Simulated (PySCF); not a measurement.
**A series of tetrahedral complexes of Different ions with Cl ligands**

All values are computed with PySCF: state-averaged CASSCF of the d shell with SC-NEVPT2, spin-free X2C, triple-zeta basis on the metal and double-zeta on the ligands, mean-field spin-orbit coupling; model geometries with bond lengths from ionic radii.

```csv
complex,point group,M–L / Å,L–M–L / °,solvent
[CrCl4]2-,Td,2.39,109,water
[TiCl4]-,Td,2.26,109,water
[FeCl4]2-,Td,2.37,109,water
[CrCl4]+,Td,2.08,109,none
```

For [CrCl4]+ the d shell alone is too small an active space: its values show what this model gives and aren't sound predictions.

Problem. Rank by 10Dq at CASSCF level, lowest first.
A. [FeCl4]2-
B. [CrCl4]2-
C. [TiCl4]-
D. [CrCl4]+

Solution. A (2372 cm⁻¹), B (2948 cm⁻¹), C (5881 cm⁻¹), D (10653 cm⁻¹).

Problem. Rank by the spin-orbit constant ζ, lowest first.
A. [FeCl4]2-
B. [CrCl4]2-
C. [TiCl4]-
D. [CrCl4]+

Solution. C (111 cm⁻¹), D (153 cm⁻¹), B (220 cm⁻¹), A (394 cm⁻¹).

Problem. What are the ground states and moments?

Solution. 
```
  complex  shell  ground state (NEVPT2)  total orbital splitting (CASSCF fit) / cm⁻¹  μeff(300 K) / μB
[CrCl4]2-     d4                    5T2                                         2948              4.66
 [TiCl4]-     d1                     2E                                         5881              1.76
[FeCl4]2-     d6                     5E                                         2372              5.30
 [CrCl4]+     d1                     2E                                        10653              1.72
```

The tetrahedral shape is imposed. Real complexes may take another, with another ground state.
